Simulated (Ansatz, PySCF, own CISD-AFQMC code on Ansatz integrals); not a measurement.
Isomers of H7NSi2. Gas-phase values, no solvent. One relaxed conformer stands for each flexible species; it need not be the lowest. Strings in code marks are SMILES.

Quantity: electronic energy of isomers of H7NSi2 relative to `[SiH3]N[SiH3]`, in kcal/mol. AFQMC values (own CISD-AFQMC code on Ansatz (a first-principles code) integrals) carry a statistical error of up to ±0.30 kcal/mol (one standard error) and the bias of the phaseless constraint.

Level 1: frozen-core CCSD(T)/cc-pVTZ // PBE0-D3(BJ)/def2-TZVP (Ansatz)
Level 2: frozen-core phaseless AFQMC with a CISD trial state/cc-pVDZ // PBE0-D3(BJ)/def2-TZVP (own CISD-AFQMC code on Ansatz integrals)
Level 3: CAM-B3LYP/cc-pVTZ // PBE0-D3(BJ)/def2-TZVP (Ansatz)
Level 4: M06-2X/6-31G* // PBE0-D3(BJ)/def2-TZVP (PySCF)

```json
[
 {"species": "`N[SiH2][SiH3]`", "level 1": "13.5", "level 2": "11.4", "level 3": "13.7", "level 4": "15.1"}
]
```
